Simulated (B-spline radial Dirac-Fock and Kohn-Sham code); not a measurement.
# Electron momentum distribution of Dy¹⁵⁺: Compton profiles

System: dysprosium as Dy¹⁵⁺, 1s2 2s2 2p6 3s2 3p6 3d10 4s2 4p6 4d10 4f5.

The run's input, task.json:

```json
{"items": [{
  "Z": 66,
  "q": 15,
  "cfg": [[1, 0, 2], [2, 0, 2], [2, 1, 6], [3, 0, 2], [3, 1, 6], [3, 2, 10], [4, 0, 2], [4, 1, 6], [4, 2, 10], [4, 3, 5]],
  "A": 164,
  "rrms": 5.2218,
  "do": ["scatter"],
  "s": [0.0, 0.05, 0.1, 0.15, 0.2, 0.25, 0.3, 0.35, 0.4, 0.45, 0.5, 0.6, 0.7, 0.8, 0.9, 1.0, 1.1, 1.2, 1.4, 1.6, 1.8, 2.0, 2.5, 3.0, 3.5, 4.0, 5.0, 6.0],
  "pz": [0, 0.1, 0.2, 0.3, 0.4, 0.5, 0.6, 0.8, 1.0, 1.2, 1.4, 1.6, 1.8, 2.0, 2.5, 3.0, 4.0, 5.0, 7.0, 10.0, 15.0, 20.0, 30.0, 40.0, 60.0, 100.0],
  "hv_scatter": [8047.8, 10000, 17479.3, 20000, 100000, 200000, 500000, 1000000]
}]}
```

Launch: `python xray_run.py task.json out`

Method: the impulse approximation on Dirac-Fock densities. Computed with an atomic code on a B-spline grid. pz is in atomic units of momentum; subshell profiles are per electron, for a selection of subshells; open shells are spread over both j values by their weights.

```
 pz   J total   J 2p3/2   J 3p3/2   J 4f7/2
  0     3.683    0.0222    0.0577    0.0838
0.3     3.676    0.0222    0.0577    0.0838
0.4     3.670    0.0222    0.0577    0.0838
0.5     3.662    0.0222    0.0577    0.0838
0.6     3.653    0.0222    0.0577    0.0838
0.8     3.629    0.0222    0.0577    0.0838
  1     3.598    0.0222    0.0577    0.0838
1.2     3.560    0.0222    0.0576    0.0838
1.4     3.514    0.0222    0.0576    0.0838
1.6     3.460    0.0222    0.0575    0.0837
1.8     3.397    0.0222    0.0574    0.0835
  2     3.325    0.0222    0.0572    0.0832
2.5     3.108    0.0222    0.0566    0.0816
  3     2.845    0.0222    0.0557    0.0781
  4     2.257    0.0222    0.0523    0.0654
  5     1.729    0.0221    0.0470    0.0490
  7     1.076    0.0217    0.0328    0.0226
 10    0.6509    0.0204    0.0137   0.00610
 15    0.3203    0.0163   0.00280  0.000714
 20    0.1720    0.0115   0.00222  0.000103
 30   0.06241   0.00449   0.00133  4.03e-06
 40   0.02812   0.00157  0.000493    < 1e-6
 60  0.008447  0.000216  6.43e-05    < 1e-6
100  0.001481  9.84e-06  2.70e-06    < 1e-6
```

J(0) = 3.683. The 4d5/2 subshell gives the largest part, 16 %.

Mean momentum ⟨p⟩ by subshell (a.u.): 1s1/2 65.4, 2s1/2 23.3, 2p1/2 30.9, 2p3/2 28.2, 3s1/2 11.7, 3p1/2 14.0, 3p3/2 13.2, 3d3/2 15.8, 3d5/2 15.5, 4s1/2 6.04, 4p1/2 6.77, 4p3/2 6.45, 4d3/2 7.09, 4d5/2 6.97, 4f5/2 7.15, 4f7/2 7.10.
